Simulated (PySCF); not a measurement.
CF2I, SMILES F[C](I)F, multiplicity 2. Coordinates come from a B3LYP-D3(BJ)/def2-SVP optimisation. The isomer is the one that the SMILES or the coordinates give; other isomers of the formula were not compared. The def2 effective core potentials stand for the cores of I; spin–orbit coupling is left out.

These are PySCF 2.14.0 with B3LYP-D3(BJ)/def2-SVP values and carry that method's errors.

Harmonic wavenumbers (cm⁻¹): 255, 262, 549, 630, 1179, 1255. Rotational constants (GHz): 11.04, 2.027, 1.732; symmetry number 1.

Work out the zero-point energy and the ideal-gas rigid-rotor harmonic-oscillator thermochemistry at 298.15 K and 1 atm.

ZPE = ½ Σ hcν = ½ × 4131 cm⁻¹ = 5.91 kcal/mol. H − E(el) = 9.10 kcal/mol. Entropy in cal/(mol K): translation 41.42, rotation 26.52, vibration 4.36, spin 1.38, total 73.68. G − E(el) = -12.87 kcal/mol. Cp = 13.94 cal/(mol K).
